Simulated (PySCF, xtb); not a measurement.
C₃H₇NSi, SMILES NC=C=C[SiH3].

GFN2-xTB run with xtb 6.7.1 at its own geometry gives an orbital gap of 3.45 eV and a dipole moment of 1.56 D.

Coordinates come from a PBE0-D3(BJ)/def2-SVP optimisation. The structure was generated by enumeration; whether it is a known compound was not checked. Other conformers were not sampled.

**Question.** What does PySCF with PBE/def2-TZVP give? (Estimate from the structure and the level; the computed values follow.)

**Answer.** gap 3.48 eV (levels -4.82 and -1.34 eV), dipole 2.20 D.
